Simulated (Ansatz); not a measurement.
`C[NH][In]([F])[F]` + `N=C=O` → `O=C=[N][In]([F])[F]` + CH₃NH₂ at 400 K and 1 bar (ligand exchange at the In–N bond).

Isolated molecules relaxed with PBE0-D4/def2-TZVP in Ansatz; ΔE leaves out vibrations. CCSD(T)/CBS adds triple-zeta CCSD(T) − MP2 to the extrapolated MP2 energy (def2 sets, frozen cores). This one scheme is used for every species. Elements past krypton have def2 core potentials. For In outer-core shells are correlated without core-valence functions, which leaves a few kJ/mol of doubt a bond. One conformer a species, not always the lowest.

```json
{"species": "`C[NH][In]([F])[F]`", "CCSD(T)/CBS energy (Eh)": "-484.61621", "H − E (kJ/mol)": "184.0", "S (J/(mol·K))": "407.7"}
{"species": "`N=C=O`", "CCSD(T)/CBS energy (Eh)": "-168.51995", "H − E (kJ/mol)": "72.4", "S (J/(mol·K))": "252.4"}
{"species": "`O=C=[N][In]([F])[F]`", "CCSD(T)/CBS energy (Eh)": "-557.39754", "H − E (kJ/mol)": "75.6", "S (J/(mol·K))": "410.0"}
{"species": "CH₃NH₂", "CCSD(T)/CBS energy (Eh)": "-95.75281", "H − E (kJ/mol)": "185.4", "S (J/(mol·K))": "256.0"}
```

H − E and S are ideal-gas, rigid-rotor, harmonic terms from PBE0-D4/def2-TZVP, for one conformer and one mirror image of each species. 1 Eh = 2625.50 kJ/mol, R = 8.31446 J/(mol·K).

Q: By hand: ΔE, ΔH, ΔS and ΔG.

A: ΔE = (-557.39754) + (-95.75281) − (-484.61621) − (-168.51995) = -0.01419 Eh = -37.3 kJ/mol. Δ(H − E) = 75.6 + 185.4 − 184.0 − 72.4 = 4.6, so ΔH = -32.7 kJ/mol. ΔS = 410.0 + 256.0 − 407.7 − 252.4 = 5.9 J/(mol·K). ΔG = -32.7 − 400 × (5.9)/1000 = -35.1 kJ/mol.

Q: By hand: the equilibrium constant, and the temperature at which ΔG would vanish if ΔH and ΔS stayed fixed.

A: log₁₀ K = −ΔG/(RT ln 10) = 4.6. ΔH and −TΔS have one sign here, so there is no such temperature. One of them is within its doubt of zero, so this could turn.

The number of gas molecules stays the same, so ΔS is small and ΔH decides. A doubt of 5 kJ/mol in ΔE shifts log₁₀ K by 0.7 here. Other conformers and mirror images would add mixing entropy, several J/(mol·K) or more a flexible species. Modes under 60 cm⁻¹, often nearly free rotors, make the harmonic entropy too high. These are equilibria of isolated gas molecules and say nothing of rates. Largest T1 diagnostic: 0.018 (customary marks: 0.02 for closed shells, 0.045 for open ones).
